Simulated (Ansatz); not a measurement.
```yaml
crystal:
  periodic: [false, false, false]
  atoms:
    - {symbol: O, position_ang: [-1.106617, -0.413887, 1.300014]}
    - {symbol: C, position_ang: [-0.595481, -0.624565, 0.125394]}
    - {symbol: Al, position_ang: [1.331516, -0.245238, -0.402917]}
    - {symbol: Cl, position_ang: [-1.741628, -1.223794, -1.021362]}
    - {symbol: Se, position_ang: [0.076370, 1.788397, -0.919222]}
    - {symbol: H, position_ang: [-2.077528, -0.452643, 1.297822]}
    - {symbol: H, position_ang: [2.259741, -0.115937, 0.875878]}
    - {symbol: H, position_ang: [1.681023, -1.050743, -1.721482]}
    - {symbol: H, position_ang: [0.261103, 2.292110, 0.448675]}
basis:
  gaussian: {orbitals: def2-SVP}
hamiltonian: {xc: {name: PBE-QIDH}}
output: {forces: true}
```

```sh
$ ansatz run in.yaml --threads 4 --pin off --events-out ev --progress --plain --max-ram 10444MiB
```

Shortened log:

```
Functional definition: PBE-QIDH
1111 factors; integrals over basis functions are off by at most 1.4e-3 eV
mean field evaluation 1: about -87557.6132 eV, gradient 2.8e1 eV
mean field evaluation 2: about -87557.6657 eV, gradient 2.8e1 eV
mean field evaluation 4: about -87559.4120 eV, gradient 3.1e0 eV
mean field evaluation 8: about -87559.4435 eV, gradient 9.1e-2 eV
mean field evaluation 16: about -87559.4436 eV, gradient 1.2e-4 eV
mean field -87559.44357135 eV, -3217.7502013248 hartree, gradient 1.9e-6 eV, S^2 0.000000; 0 other end points of the search recorded, 0 dependent functions left out
21 core orbitals not correlated: weight in the atoms' cores, before any rotation towards them, 1.000 or more for the frozen orbitals, at most 0.000 for the correlated occupied ones
reference -87559.44358269 eV, -3217.7502017413 hartree; 20, 20 occupied and 75, 75 virtual orbitals, 1111 factors
second order -23.52875182 eV of doubles, -0.00000000 eV of singles
Total energy: -87567.28649996 eV, -3218.0384236349 hartree
Atom 0 at    -1.106617    -0.413887     1.300014 Å, force     0.052740    -0.040901    -0.288876 eV/Å
Atom 1 at    -0.595481    -0.624565     0.125394 Å, force    -0.345029    -0.057320     0.254319 eV/Å
Atom 2 at     1.331516    -0.245238    -0.402917 Å, force     0.066644     0.021295    -0.029216 eV/Å
Atom 3 at    -1.741628    -1.223794    -1.021362 Å, force     0.092099     0.058019     0.095754 eV/Å
Atom 4 at     0.076370     1.788397    -0.919222 Å, force     0.068899     0.041097     0.215318 eV/Å
Atom 5 at    -2.077528    -0.452643     1.297822 Å, force     0.146257     0.004646    -0.049413 eV/Å
Atom 6 at     2.259741    -0.115937     0.875878 Å, force    -0.037998    -0.005542    -0.073347 eV/Å
Atom 7 at     1.681023    -1.050743    -1.721482 Å, force    -0.001896     0.035431     0.069531 eV/Å
Atom 8 at     0.261103     2.292110     0.448675 Å, force    -0.041715    -0.056726    -0.194072 eV/Å
Dipole moment:    -0.771443    -0.229124     0.424393 e Å
```

Hardware: 4 threads of an Intel Xeon Platinum 8259CL on a shared host. Wall time 5.5 s, peak host memory 0.46 GiB.
